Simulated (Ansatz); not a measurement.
Total energies of Zn₉H₂₆Se₉ from Ansatz at PBE0-D4/def2-TZVP, gas phase (1 Eh = 27.2114 eV = 2625.5 kJ/mol). The reference geometry is relaxed at PBE-D4/def2-SVP.

```csv
atom,x (Å),y (Å),z (Å)
Se1,-2.2804,0.0621,-2.8408
Zn2,-1.0494,-2.0624,-2.4707
Se3,1.9310,-0.2104,-3.4930
Zn4,-1.5318,-2.5760,0.0816
Se5,0.4103,-1.0516,-0.5353
Zn6,0.8806,-3.0974,1.0430
Zn7,3.7404,0.6370,-1.8657
Se8,3.8044,-1.2217,-0.0828
Se9,0.9704,-1.6829,3.0809
Zn10,-0.5865,1.8683,-3.3681
Zn11,-3.9212,1.4189,0.5537
Se12,-2.9153,-0.7867,1.3723
Se13,-1.9736,2.5168,-0.5338
Zn14,-0.1958,1.0520,0.4139
Se15,2.1042,2.2101,-0.5025
Zn16,-2.3189,0.5720,3.4578
Se17,-0.0998,1.5180,2.8596
Zn18,2.7696,0.0666,2.7418
H19,-2.8355,-0.0494,-4.2119
H20,-4.5151,0.5256,-1.4540
H21,-0.2569,-2.9561,-3.4854
H22,2.8168,-1.2432,-4.1519
H23,2.4004,0.7911,-4.4994
H24,-2.2717,-2.8684,-1.3515
H25,-0.8863,-3.6149,1.1723
H26,1.9198,-4.1285,0.4839
H27,5.0510,1.3147,-2.3853
H28,4.5802,-2.1986,-0.9371
H29,5.1029,-0.6706,0.4136
H30,-1.2770,-1.1949,4.4410
H31,1.7143,-2.4917,4.0776
H32,-0.8985,2.8293,-4.5699
H33,0.6618,1.6215,-2.3434
H34,-5.1643,0.7046,-1.0470
H35,-5.1917,2.0037,1.2429
H36,-4.1706,-1.3947,1.8873
H37,-1.8661,3.5628,0.5270
H38,1.9769,3.4438,-1.3502
H39,2.9910,2.9003,0.4946
H40,-1.9226,-1.0134,4.8526
H41,-3.4486,1.0863,4.4015
H42,-0.6279,2.9111,2.7532
H43,2.6161,0.5754,1.1971
H44,3.7634,0.3214,3.9306
```

```
                 state   geometry   energy (Eh)
      charge 0 singlet  reference  -37639.62640
      charge 1 doublet  reference  -37639.33057
     charge -1 doublet  reference  -37639.65025
free Se atom (triplet)          –   -2401.20505
free Zn atom (singlet)          –   -1779.14424
 free H atom (doublet)          –      -0.50104
```

Single mean-field runs in def2-TZVP are fitted with def2-universal-jkfit.

Question: Work out the vertical ionisation energy to the doublet.

Answer: E(charge 1 doublet) − E(charge 0 singlet) = -37639.33057 − (-37639.62640) = 0.29583 Eh = 8.05 eV. For comparison, −ε of the highest occupied level is 6.89 eV at this level, 1.16 eV less.

Question: Work out the vertical electron affinity, to the doublet.

Answer: E(charge 0 singlet) − E(charge -1 doublet) = -37639.62640 − (-37639.65025) = 0.02385 Eh = 0.65 eV. The basis lacks diffuse functions, which makes affinities too small.

Question: Give the fundamental gap IE − EA, the Mulliken electronegativity (IE + EA)/2 and the hardness (IE − EA)/2.

Answer: From the values in Eh: IE − EA = 0.29583 − 0.02385 = 0.27198 Eh = 7.40 eV; (IE + EA)/2 = 4.35 eV; (IE − EA)/2 = 3.70 eV. The HOMO–LUMO gap of the same run is 5.36 eV, 2.04 eV smaller than the fundamental gap.

Question: What is the binding energy per atom against free atoms?

Answer: Atoms: 9 × (-2401.20505) + 9 × (-1779.14424) + 26 × (-0.50104) = -37636.17065 Eh. Binding: -37636.17065 − (-37639.62640) = 3.45575 Eh = 94.04 eV, or 2.14 eV for each of 44 atoms (no zero-point energy, no counterpoise term).

At PBE0-D4/def2-TZVP the highest occupied level of the charge -1 doublet lies above zero (up to 0.38 eV). By energy differences its removal costs 0.65 eV (vertical, to the charge 0 singlet, at PBE0-D4/def2-TZVP); self-interaction error and the lack of diffuse functions both raise the level.
